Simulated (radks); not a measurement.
The numbers below are computed, except where a source is named.
Excited configurations of Pm II: one electron is placed in a higher orbital outside [Xe] 4f5. The ground configuration is [Xe] 4f5 6s1. Code: a radial shooting solver on a logarithmic mesh with Libxc functionals. Model: scalar-relativistic Kohn-Sham, r2SCAN, spin-polarised, spherical densities, finite nucleus; open shells are filled with parallel spins first (spin-orbit coupling, left out, can overturn this in heavy ions); meta-GGA in the generalised Kohn-Sham scheme; Fermi nuclear charge, rms radius 4.962 fm. Excitation = E - E(ground); binding = E(ion) - E, where the ion is the core of charge +2; n* = 2/sqrt(2 binding) in atomic units, and the quantum defect is n - n*.

outer orbital	excitation (eV)	binding (eV)	n*	<r> (bohr)
5d	1.221	9.744	2.363	2.921
5f	7.548	3.417	3.991	8.904
6p	3.115	7.850	2.633	4.982
6d	6.368	4.597	3.441	7.682
7s	5.719	5.245	3.221	8.045
7p	6.797	4.168	3.613	9.700
7d	8.168	2.796	4.412	13.60
7f	9.356	1.609	5.816	23.19

The Delta-SCF ionisation energy is 10.965 eV (NIST Atomic Spectra Database: 10.94 eV, semi-empirical). Self-interaction in the functional shifts the binding energies and quantum defects, so they are the method's values and not measured ones. Open shells are spherical and high-spin; term and fine-structure splittings are not resolved. Spin-orbit splitting is averaged out at the scalar-relativistic level.
